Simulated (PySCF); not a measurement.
# Electronic structure of Tb²⁺ (terbium, charge +2) at the UHF level

Configuration: [Xe] 4f9, one real determinant. Computed with PySCF 2.14 in ANO-RCC-VTZP (8s7p5d3f2g1h, 104 functions), with the spin-free X2C one-electron Hamiltonian (Gaussian nucleus).

```
Total energy                                                  : -11703.114804 hartree
One-electron energy                                           : -15996.3652 hartree
Hartree (Coulomb) energy                                      : 4548.9718 hartree
Exchange energy                                               : -255.7214 hartree
⟨S²⟩                                                          : 8.7598
⟨L²⟩                                                          : 24.026
Sum of ⟨r⟩                                                    : 35.41 bohr
Sum of ⟨r²⟩                                                   : 38.29 bohr²
Traceless quadrupole moment −½Σ⟨3z² − r²⟩ along its main axis : -0.247 e·bohr²
Langevin diamagnetic susceptibility                           : -30.3 ×10⁻⁶ cm³/mol
```

```csv
shell,electrons,mean orbital energy (eV),spread (eV),"rms radius, mean of both spins (bohr)"
1s α,1,-52257.7,0,0.0245
1s β,1,-52257.7,0,0.0245
2s α,1,-8796.4,0,0.0989
2s β,1,-8796.2,0,0.0989
2p α,3,-7825.9,0.233,0.0890
2p β,3,-7825.8,0.214,0.0890
3s α,1,-2014.3,0,0.255
3s β,1,-2011.0,0,0.255
3p α,3,-1707.8,1.387,0.255
3p β,3,-1704.1,0.692,0.255
3d α,5,-1300.8,1.349,0.234
3d β,5,-1296.8,0.669,0.234
4s α,1,-437.48,0,0.576
4s β,1,-428.73,0,0.576
4p α,3,-334.14,2.318,0.612
4p β,3,-324.46,0.498,0.612
4d α,5,-188.55,2.650,0.675
4d β,5,-175.97,2.530,0.675
5s α,1,-73.052,0,1.44
5s β,1,-69.847,0,1.44
5p α,3,-45.542,1.007,1.68
5p β,3,-43.151,0.440,1.68
4f α,7,-28.683,2.656,0.973
4f β,2,-22.948,0.182,0.973
```

⟨L²⟩ = 24.03 against 30 for a pure H term, so this real determinant mixes terms. Spin-orbit coupling, absent here, splits the open shell strongly.

Densities and radii are taken from the X2C orbitals without a picture-change correction, which distorts them close to the nucleus.

Spin-orbit constants ζ (cm⁻¹) from the X2C one-electron operator on these orbitals: bare nucleus, nucleus screened by l(l+1)(2l+1)/3 electrons, and screened by the Breit-Pauli mean field of the electrons.

```csv
shell,bare,screened nucleus,mean field
2p,3876000,3757000,n/a
3p,808400,783500,n/a
3d,125900,106500,n/a
4p,175800,170400,n/a
4d,23070,19520,n/a
4f,3255,1853,n/a
5p,22020,21340,n/a
```

To first order the Landé constant is A = -370.6 cm⁻¹, so the lowest level has J = 15/2 and lies 0.574 eV below the centre of the term. This holds in LS coupling only.
